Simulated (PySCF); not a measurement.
These compounds are isomers of formula C$_{6}$H$_{7}$FO.

A. `C#C/C(C)=C(/F)OC`
B. SMILES CC#CC(=O)[C@H](C)F
C. `InChI=1S/C6H7FO/c1-6(7)4-2-3-5(6)8/h2-3H,4H2,1H3/t6-/m0/s1`

Spectrum 1. ¹H NMR (300 MHz, computed): δ 4.87 (m, 1H), 2.32 (s, 3H), 1.46 (m, 3H). ¹³C{¹H} NMR (computed): δ 195.2 (C), 109.0 (C), 97.7 (CH), 82.5 (C), 22.1 (CH3), 5.6 (CH3).

Spectrum 2. ¹H NMR (300 MHz, computed): δ 7.89 (m, 1H), 6.32 (m, 1H), 3.15 (m, 1H), 2.73 (m, 1H), 1.48 (d, J = 21.4 Hz, 3H). ¹³C{¹H} NMR (computed): δ 208.1 (C, d, J = 15.7 Hz), 170.2 (CH, d, J = 2.4 Hz), 139.8 (CH, d, J = 2.1 Hz), 94.0 (C, d, J = 238.3 Hz), 48.0 (CH2, d, J = 26.1 Hz), 24.7 (CH3, d, J = 26.7 Hz).

Spectrum 3. ¹H NMR (300 MHz, computed): δ 3.96 (s, 3H), 2.68 (s, 1H), 1.84 (s, 3H). ¹³C{¹H} NMR (computed): δ 175.2 (C), 89.8 (CH), 83.9 (C), 75.1 (C), 54.8 (CH3), 16.4 (CH3).

Calculated, not measured (PySCF): shielding tensors at PBE0/pcSseg-1 (GIAO), geometry: GFN2-xTB, J couplings at B3LYP/pcJ-1 (spin–dipole term left out of most H,H and C,H couplings). In vacuum, no relativistic terms, single conformer, averaged over atoms made equivalent by symmetry, fast rotation or ring inversion.

Chemical shifts δ = σref − σ; TMS for ¹H (σ = 31.72 ppm) and ¹³C (σ = 186.93 ppm), all at this level. Multiplet labels drop J under 1 Hz and among equivalent protons, and merge close values. Unscaled 3J(H,H) run several per cent high. Splittings of carbon signals by F and P are missing where no couplings were computed. Where no couplings were computed, multiplicities follow the n + 1 count of equivalent neighbours, and m marks all less simple cases (inequivalent or close neighbours, rings, F or P nearby). One-bond C–F couplings are unscaled and too large by tens of Hz. Shifts are as computed. Against solution values, carbons near 30 ppm lie about +3 ppm off and those near 130 ppm about +5 ppm. Of 1211 compounds with measured shifts, 218 miss one by over three times the rms of a fit or turn the order of signals round; such compounds aren't used in these exercises.

Match each spectrum to its structure.

Results:

1–B, 2–C, 3–A.

- Spectrum 1 (B): 6 ¹³C signals; δC 97.7 is an sp3 CH bonded to F, α to a carbonyl; δC 82.5 is an alkyne carbon.
- Spectrum 2 (C): 6 ¹³C signals; δC 208.1 is a ketone carbonyl carbon; δC 170.2 is a β carbon of a C=C–C=O unit.
- Spectrum 3 (A): 6 ¹³C signals; δC 175.2 is an alkene carbon bearing oxygen; δC 89.8 is a terminal alkyne carbon.
